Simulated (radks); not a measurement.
Species: Ho60+. Configuration: [He] 2s2 2p3.

Method: Dirac Kohn-Sham, LB94 model potential, spin-unpolarised, spherical densities, finite nucleus; open shells fill j = l - 1/2 first; Fermi nuclear charge, rms radius 5.2022 fm; computed with a radial shooting solver on a logarithmic mesh with Libxc functionals.

Energy parts (eV):
kinetic: 233493.85
electron-nucleus: -445594.49
Hartree: 10969.68
(The LB94 potential has no energy functional, so no total or exchange-correlation energy is given.)

Orbitals (lengths in bohr, moments of r in powers of bohr):
[
 {"orbital": "1s1/2", "occ.": "2", "eigenvalue (eV)": "-61585.00", "<1/r>": "76.21", "small-component weight": "6.30e-02"},
 {"orbital": "2s1/2", "occ.": "2", "eigenvalue (eV)": "-14591.40", "<1/r>": "18.91", "small-component weight": "1.49e-02"},
 {"orbital": "2p1/2", "occ.": "2", "eigenvalue (eV)": "-14312.23", "<1/r>": "18.86", "small-component weight": "1.49e-02"},
 {"orbital": "2p3/2", "occ.": "1", "eigenvalue (eV)": "-13375.14", "<1/r>": "16.46", "small-component weight": "1.38e-02"}
]

The highest occupied level is 2p3/2 at -13375.1 eV. Summed over all electrons, <r^2> = 0.03741 bohr^2, which gives a Langevin (diamagnetic) susceptibility term of -0.0296 x 10^-6 cm^3/mol. The density falls to 0.001 e/bohr^3 at r = 0.33 bohr.
